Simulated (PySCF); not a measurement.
A structure optimised at PBE0-D3(BJ)/def2-TZVP, used in a PySCF frequency run:

```
N
H 1 1.0226
H 1 1.0226 2 107.44
H 1 1.0226 2 107.44 3 -115.34
C 1 1.4969 2 111.43 3 122.33
H 5 1.0875 1 108.48 2 -180.00
H 5 1.0875 6 110.45 1 118.77
H 5 1.0875 6 110.45 7 122.47
```
Charge +1, spin multiplicity 1.

Task: Write its SMILES, formula and point group.

Result: C[NH3+], CH₆N, C3v

Task: What are its rotational constants (standard atomic weights)?

Result: 84.842, 20.299, 20.299 GHz
